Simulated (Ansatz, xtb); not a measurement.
**Relative energy of two isomers of C4HF3O**

Structure I: `O=C=CC(F)=C(F)F`, a singlet. Structure II: `Fc1coc(F)c1F`, a singlet. Both are isolated molecules in the gas phase, relaxed with B3LYP/def2-SVP, each in the lowest conformer that the search found.

Q: Estimate which is lower in electronic energy at CCSD(T)/def2-SVP + ΔMP2/def2-TZVPP, and by roughly how much.

A: The CCSD(T)/def2-SVP + ΔMP2/def2-TZVPP calculation puts structure II lower, by 3.4 kcal/mol.

How the difference moves with the method:

```
                             level        geometry  E(II) − E(I) (kcal/mol)  departure from the last row (kcal/mol)  job, with rough time for the two
                          GFN2-xTB        GFN2-xTB                     −21.8                                   −18.4              optimisation, 0.18 s
                         HF/STO-3G        GFN2-xTB                     −43.0                                   −39.7              single point, 0.58 s
                r2SCAN-D4/def2-SVP        GFN2-xTB                      −3.9                                    −0.5               single point, 3.4 s
                    B3LYP/def2-SVP  B3LYP/def2-SVP                      −2.3                                    +1.1                optimisation, 36 s
                       HF/def2-SVP  B3LYP/def2-SVP                      −0.1                                    +3.3           part of the CCSD(T) run
                      MP2/def2-SVP  B3LYP/def2-SVP                      −2.2                                    +1.2           part of the CCSD(T) run
                  CCSD(T)/def2-SVP  B3LYP/def2-SVP                      −1.1                                    +2.3                      single point
CCSD(T)/def2-SVP + ΔMP2/def2-TZVPP  B3LYP/def2-SVP                      −3.4                                                        single point, 67 s
```

As drawn, II has 3 C∷C, 2 C∷O in place of 1 C=O, 2 C=C, 1 C–C (∷ is an aromatic bond). Structure I has no ring, II a 5-membered ring (with an aromatic ring).

HF/def2-SVP finds them nearly level. The largest departure from CCSD(T)/def2-SVP + ΔMP2/def2-TZVPP is that of HF/STO-3G, 39.7 kcal/mol. The last row adds to CCSD(T) the change of the MP2 difference between the two basis sets, here −2.3 kcal/mol.

With thermal terms from frequencies at re-optimised GFN2-xTB minima (ideal gas, soft modes damped towards free rotors, one conformer each, 298.15 K, 1 atm): on the last row, ΔE + ΔZPE = −1.4, ΔH = −2.3, ΔG = +0.1 kcal/mol. In free energy the two are nearly level.

The correlated steps freeze 8 core orbitals. Run with Ansatz 0.2.0, xtb 6.7.1; the last row on 2 threads of Intel(R) Xeon(R) Processor @ 2.70GHz on a shared host.
